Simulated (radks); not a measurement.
Values are calculated unless marked as measured or tabulated.
Effect of the nuclear size on neutral rhodium, [Kr] 4d8 5s1. Code: a radial shooting solver on a logarithmic mesh with Libxc functionals. Model: Dirac Kohn-Sham, exchange-only LDA, spin-unpolarised, spherical densities, finite nucleus; open shells are shared between the two j in proportion to 2j + 1; Fermi nuclear charge, rms radius 4.4945 fm. The rms radius is varied about that value; shifts are against it.

rms radius (fm)  total energy shift (eV)  density at nucleus (e/bohr^3)  1s1/2 shift (meV)  2s1/2 shift (meV)  3p1/2 shift (meV)  4s1/2 shift (meV)  4p1/2 shift (meV)  5s1/2 shift (meV)
3.7844                            -0.639                      1.231e+05               -270              -29.6              0.360             -0.980              0.067             -0.055
4.3597                            -0.129                      1.209e+05              -54.3              -5.96              0.072             -0.197              0.013             -0.011
4.4945                                 0                      1.205e+05              0.000              0.000              0.000              0.000              0.000              0.000
4.908                              0.416                      1.192e+05                176               19.3             -0.234              0.638             -0.044              0.036
5.1372                             0.661                      1.185e+05                279               30.6             -0.372               1.01             -0.069              0.057

Slopes of the eigenvalues against <r^2> in GHz/fm^2, as finite differences over the two radii next to the reference (eigenvalue slopes, not the field-shift constants of lines): 1s1/2 10900, 2s1/2 1200, 3p1/2 -14.6, 4s1/2 39.8, 4p1/2 -2.71, 5s1/2 2.22.
